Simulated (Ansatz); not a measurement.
CH3Cl3Si, singlet, geometry from GFN2-xTB; MP2/STO-3G (Ansatz, a program for electronic structure).

The Ansatz input:
Ansatz 0.2 input:
```yaml
crystal:
  periodic: [false, false, false]
  atoms:
    - {symbol: C, position_ang: [-2.08539302, -0.43002418, 0.05735758]}
    - {symbol: Si, position_ang: [-0.22565362, -0.04653152, 0.00620648]}
    - {symbol: Cl, position_ang: [0.68040569, -1.19502435, -1.39062803]}
    - {symbol: Cl, position_ang: [0.06775652, 1.90072752, -0.45554951]}
    - {symbol: Cl, position_ang: [0.60976201, -0.42568869, 1.80882858]}
    - {symbol: H, position_ang: [-2.26630565, -1.46926637, 0.31744164]}
    - {symbol: H, position_ang: [-2.59468576, 0.18660249, 0.79274175]}
    - {symbol: H, position_ang: [-2.55221147, -0.24599592, -0.90628735]}
basis:
  gaussian:
    orbitals: STO-3G
magnetization: {spin_polarized: false}
correlation: {method: mp2, electrons: outside_noble_gas}
accuracy: high
```

The log (banner, timings and long lists left out):

```
Functional definition: HF
913 factors; integrals over basis functions are off by at most 8.2e-9 eV
mean field evaluation 1: about -45948.0516 eV, gradient 2.6e1 eV
mean field evaluation 2: about -45948.1451 eV, gradient 2.6e1 eV
mean field evaluation 4: about -45951.2723 eV, gradient 9.7e-1 eV
mean field evaluation 8: about -45951.2775 eV, gradient 9.1e-6 eV
mean field -45951.27746933 eV, -1688.6783001032 hartree, gradient 2.6e-8 eV, S^2 0.000000; 0 other end points of the search recorded, 0 dependent functions left out
21 core orbitals not correlated
reference -45951.27746933 eV, -1688.6783001032 hartree; 16, 16 occupied and 7, 7 virtual orbitals, 913 factors
second order -2.66929078 eV of doubles, -0.00000000 eV of singles
Total energy: -45953.94676011 eV, -1688.7763947301 hartree
```
